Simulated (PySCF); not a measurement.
SiClFI2, SMILES Cl[Si](F)(I)I. Atoms are numbered in the order given.

```xyz
5

F      1.9479    -1.0778     0.0000
Si     0.3657    -0.6981     0.0000
Cl    -0.6876    -2.4650     0.0000
I     -0.1034     0.5790    -2.0219
I     -0.1034     0.5790     2.0219
```
Charge 0, spin multiplicity 1.

The structure is a stationary point at PBE-D3(BJ)/def2-SVP. The def2 effective core potentials stand for the cores of I; spin–orbit coupling is left out.

All values below come from PBE-D3(BJ)/def2-SVP in PySCF.

Frequencies are harmonic and unscaled.

| mode | ν (cm⁻¹) | IR (km/mol) | moving atoms (share of kinetic energy) |
|---|---|---|---|
| 1 | 78 | 0.0 | I 75 %, Cl 10 % |
| 2 | 113 | 0.2 | Cl 67 %, I 20 %, F 12 % |
| 3 | 156 | 0.5 | Cl 43 %, Si 23 %, I 21 %, F 13 % |
| 4 | 187 | 4.9 | F 72 %, I 24 % |
| 5 | 202 | 2.8 | F 61 %, I 23 %, Si 9 % |
| 6 | 300 | 13.3 | Si 33 %, Cl 29 %, F 26 %, I 12 % |
| 7 | 445 | 218.5 | Si 89 %, I 8 % |
| 8 | 574 | 168.3 | Si 64 %, Cl 34 % |
| 9 | 886 | 100.4 | F 56 %, Si 44 % |
